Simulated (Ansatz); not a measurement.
Compare A (`N[CH]1[SiH2][GeH2]1`) with its isomer B (`[GeH3][CH]1N[SiH2]1`).

Isolated molecules relaxed with PBE0-D4/def2-TZVP in Ansatz; ΔE leaves out vibrations. CCSD(T)/CBS is the MP2 limit (def2-TZVPP, def2-QZVPP) plus CCSD(T) − MP2 in def2-TZVPP, frozen cores. Functionals use def2-TZVPP. B3LYP here is the variant with VWN-RPA as its local correlation; programs differ in this. For Ge outer-core shells are correlated without core-valence functions, which leaves a few kJ/mol of doubt a bond. Scalar relativity is left out up to krypton. Each species was taken in one conformer, which may not be the lowest.

Task: Which is lower in electronic energy at CCSD(T)/CBS, and by how much? (Estimate.)

Result: Ansatz gave: B, by 6.3 kcal/mol.

Task: Give E(B) − E(A) in kcal/mol with r2SCAN-D4, PBE0-D4, CCSD(T)/def2-TZVPP, PBE-D4, B3LYP, CCSD/def2-TZVPP, B3LYP-D4. (Best estimate.)

Result: Computed: r2SCAN-D4 -6.0, PBE0-D4 -4.2, CCSD(T)/def2-TZVPP -7.4, PBE-D4 -3.7, B3LYP -6.6, CCSD/def2-TZVPP -7.7, B3LYP-D4 -6.5. None reverses the order clearly.

Largest T1 diagnostic: 0.012.

In def2-TZVPP, CCSD(T) changes the Hartree–Fock value by +3.0 kcal/mol (the triples alone add +0.3 kcal/mol) and MP2 by +1.9 kcal/mol.
